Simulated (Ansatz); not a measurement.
Mulliken charges of H4NO2Si, SMILES `N[Si](O)O` radical from ωB97M-V/def2-TZVPP in Ansatz (PBE0-D4/def2-TZVP geometry).

```
atom   x (Å)   y (Å)   z (Å)  charge (e)
  N1  -1.097   0.679   0.487      -0.310
 Si2   0.044  -0.430  -0.112       0.390
  O3   1.243  -0.434   1.024      -0.327
  O4   0.452   0.165  -1.597      -0.327
  H5  -1.346   0.689   1.461       0.119
  H6  -1.820   1.048  -0.107       0.119
  H7   1.762  -1.237   1.077       0.168
  H8   0.762  -0.481  -2.233       0.168
```

Q: By hand: the dipole of these point charges (1 e Å = 4.8032 D).

A: Σ q r = (-0.150, -0.372, -0.040) e Å, of length 0.403 e Å = 1.94 D.

Q: How does the dipole of the full density compare? (Estimate.)

A: Computed: (-0.103, -0.363, -0.052) e Å, 1.83 D; the point charges give 1.06 times that, at 6° from its direction.

Point charges leave out the atoms' own dipoles, such as those of lone pairs, and Mulliken's split depends on the basis, so the close match here is no proof of good charges.
